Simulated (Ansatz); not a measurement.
The cluster Tl₂F⁺, relaxed as a singlet with RKS PBE-D4/def2-TZVP in Ansatz, starting from the GFN2-xTB geometry. Force threshold 0.02 eV/Å.

In the def2 sets Tl takes a core potential; there is no spin–orbit coupling. The structure comes from a short search, and lower isomers may exist.

Start:

```xyz
3

Tl   -0.0111   -2.1250   -1.0979
Tl    0.0172    2.1264    1.0967
F    -0.0061   -0.0014    0.0012
```

| step | energy (eV) | largest force component (eV/Å) | SCF passes |
| --- | --- | --- | --- |
| 1 | -12103.9314 | 0.381 | 19 |
| 2 | -12103.9534 | 0.299 | 21 |
| 3 | -12103.9699 | 0.020 | 21 |
| 4 | -12103.9699 | 0.000 | 22 |

Force components are those of the run's own axes.

End:

```xyz
3

Tl   -0.013   -2.056   -1.062
Tl    0.014    2.056    1.061
F    -0.001    0.000    0.000
```

By distances, no bond broke or formed. The bond that changes most is Tl2–F3, from 2.39 to 2.31 Å (atoms count from 1).

No frequencies were taken in this run, so the end may be a saddle point.

It took 7.5 s on 2 threads of Arm Neoverse N1 on a shared host.
